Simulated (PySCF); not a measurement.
## How methods differ on the excitation energy of Sr

Sr [Kr] 5s2 (1S) → Sr [Kr] 4d2 (3F), as a difference of total energies. All numbers are calculated (PySCF 2.14, a scalar-relativistic core potential, in def2-TZVPPD with the def2 core potential (28 electrons)). Correlated levels: valence: 4s2 4p6 frozen; valence and next inner shell: nothing frozen outside the core potential. The calculations carry no spin-orbit coupling.

```tsv
method	excitation energy (eV)
UHF	4.425
LDA	4.226
PBE	3.958
PBE0	4.070
r2SCAN	3.806
M06-L	4.171
PW91	3.951
wB97M-V	4.552
M06	4.362
MP2 (valence)	4.836
SCS-MP2 (valence)	4.972
MP2 (valence and next inner shell)	5.293
SCS-MP2 (valence and next inner shell)	5.350
```

How much does correlation contribute at MP2 (valence and next inner shell)?

5.293 − (4.425) = 0.868 eV, measured against UHF.
